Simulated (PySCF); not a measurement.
Below is a simulated gas-phase C 1s photoelectron spectrum of Ge(CCH)Cl3 (`C#[C][Ge]([Cl])([Cl])[Cl]`).

Every computed line was given a Gaussian of 1.0 eV full width at half maximum and an area set by the number of equivalent atoms; the highest printed point is 100. Theory: delta-SCF UKS SCAN, pcX-2 on the ionised atom, pcseg-1 elsewhere, spin-free X2C (PySCF).

```tsv
binding energy (eV)	intensity
289.8	0
289.9	0
290.0	1
290.1	1
290.2	3
290.3	5
290.4	9
290.5	14
290.6	21
290.7	31
290.8	43
290.9	56
291.0	70
291.1	83
291.2	93
291.3	99
291.4	100
291.5	96
291.6	87
291.7	75
291.8	62
291.9	48
292.0	36
292.1	25
292.2	17
292.3	10
292.4	6
292.5	4
292.6	2
292.7	1
292.8	0
292.9	0
```

Task: Count the maxima, the lines and the sites behind this envelope.

Result: The curve has 1 maximum (at 291.4 eV). Under it lie 2 lines from 2 inequivalent carbon sites. At this width some lines have no maximum of their own.

Task: Decompose the envelope and assign each component. Bonds: Ge1–C2, Ge1–Cl5, Ge1–Cl6, Ge1–Cl7, C2–C3. Hydrogens: H4 on C3.

Result: 
```tsv
position (eV)	relative area	line	atoms	environment
291.26	1	C 1s	C2	carbon bonded to C and Ge
291.48	1	C 1s	C3	carbon bonded to C and H
```

Task: What are the centre and the root-mean-square width of the whole band?

Result: The area-weighted mean of the lines is 291.37 eV. Their own spread about it is 0.11 eV (rms) and each Gaussian has σ = 1.0/2.355 = 0.42 eV; the variances add, which gives 0.44 eV.

Task: Above which line width would these two lines show one maximum?

Result: Two equal Gaussians merge once their distance is under 2σ = FWHM/1.177. With 0.21 eV between them that is a full width over 0.25 eV.

The 2 C 1s values lie within 0.22 eV of each other; Gaussian lines of 0.5 eV full width would blend them into one maximum.

Shake-up satellites, vibrational structure and lifetime widths aren't simulated. Spin contamination (⟨S²⟩ against 0.75 for a pure doublet) is marked for C 1s of C2 (0.86) and C 1s of C3 (0.86), which makes these values less certain. Geometry: PBE0-D3(BJ)/def2-SVP; no solvent, vibrations or thermal averaging.
